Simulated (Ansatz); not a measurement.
Coupled-cluster diagnostics for MoNF₃, Ansatz.

Geometry of the singlet (PBE-D4/def2-SVP):

```xyz
5

Mo    0.0008    0.0023    0.0438
N    -0.0285   -0.0821   -1.5946
F    -1.7759   -0.1170    0.5562
F     0.7758    1.6428    0.4200
F     1.0278   -1.4459    0.5745
```

In the def2 sets Mo takes a core potential; there is no spin–orbit coupling. Correlated methods freeze 4 core orbitals; core or outer-core shells of Mo are correlated, in sets that lack core-valence functions.

(1) Estimate the CCSD(T) correlation energy, the shares of MP2 and (T), T1 and the reference's ⟨S²⟩ for: charge 0, singlet, own geometry in def2-TZVPP; and the rough time on 4 threads of Arm Neoverse V1 on a shared host.

## Answers

(1) 
```csv
state,basis,correlation (eV),MP2 share (%),(T) share (%),T1,⟨S²⟩ (pure),wall time,remarks
"charge 0, singlet, own geometry",def2-TZVPP,-42.234,101.0,4.9,0.022,0.00 (0.00),1.8 min,restricted SCF unstable
```
Customary marks for T1 are 0.02 (closed shells), 0.045 (open shells) and about 0.05 (3d metals). T1 exceeds 0.02 in 1 of 1 rows and 0.045 in 0; the higher it lies, the less the single-reference result can be trusted.
